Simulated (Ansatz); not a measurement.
Reaction (ligand exchange at a B–N bond): `C=NBC` + `NCF` → `CBNCF` + `C=N`

Computed with Ansatz on PBE0-D4/def2-TZVP structures; ΔE is electronic, products minus reactants. CCSD(T)/CBS adds triple-zeta CCSD(T) − MP2 to the extrapolated MP2 energy (def2 sets, frozen cores). This one scheme is used for every species. Functionals use def2-TZVPP. B3LYP here is the variant with VWN-RPA as its local correlation; programs differ in this. One conformer a species, not always the lowest.

`C=NBC`:

Cartesian coordinates in Å:
```
C 0.457 1.707 1.121
N -0.103 0.807 0.478
B -0.717 -0.180 -0.226
C 0.078 -1.390 -0.841
H 0.842 2.608 0.632
H 0.589 1.641 2.206
H -1.907 -0.075 -0.353
H -0.313 -2.333 -0.446
H 1.152 -1.355 -0.649
H -0.079 -1.429 -1.924
```

`NCF`:

Cartesian coordinates in Å:
```
N -0.202 0.869 0.044
C 0.245 -0.429 -0.240
F -0.185 -1.392 0.690
H -1.208 0.951 0.019
H 0.147 1.220 0.925
H -0.133 -0.755 -1.210
H 1.337 -0.464 -0.228
```

`CBNCF`:

Z-matrix (Å, degrees):
```
C
B 1 1.564
H 1 1.095 2 110.4
H 1 1.095 2 110.0 3 -115.9
H 1 1.093 2 114.5 3 122.3
N 2 1.400 1 122.0 3 -122.0
H 2 1.201 1 121.6 3 57.2
C 6 1.413 2 125.7 1 -177.6
H 6 1.010 2 119.9 1 -1.6
F 8 1.388 6 111.2 2 102.5
H 8 1.091 6 109.3 2 -16.3
H 8 1.094 6 111.7 2 -139.1
```

`C=N`:

Cartesian coordinates in Å:
```
C -0.349 0.014 -0.174
N 0.436 0.251 0.784
H -0.071 -0.502 -1.100
H -1.388 0.340 -0.096
H 1.372 -0.103 0.585
```

Is it downhill or uphill in electronic energy at CCSD(T)/CBS, and by how much? (Best estimate.)

Computed: Downhill: ΔE = -25.5 kJ/mol.

What do these levels give: B2PLYP, r2SCAN, PBE0, B3LYP, SCS-MP2/def2-TZVPP, HF/CBS(def2)? (Best estimate.)

Computed: B2PLYP -18.1, r2SCAN -9.7, PBE0 -13.0, B3LYP -11.5, SCS-MP2/def2-TZVPP -28.1, HF/CBS(def2) -32.8 kJ/mol.

Largest T1 diagnostic among the species: 0.014.

In def2-TZVPP, CCSD(T) changes the Hartree–Fock value by +4.9 kJ/mol (the triples alone add +1.4 kJ/mol) and MP2 by +7.1 kJ/mol. From PBE to PBE0 (25 % exact exchange), in def2-TZVPP and without D4, ΔE moves by −8.5 kJ/mol.
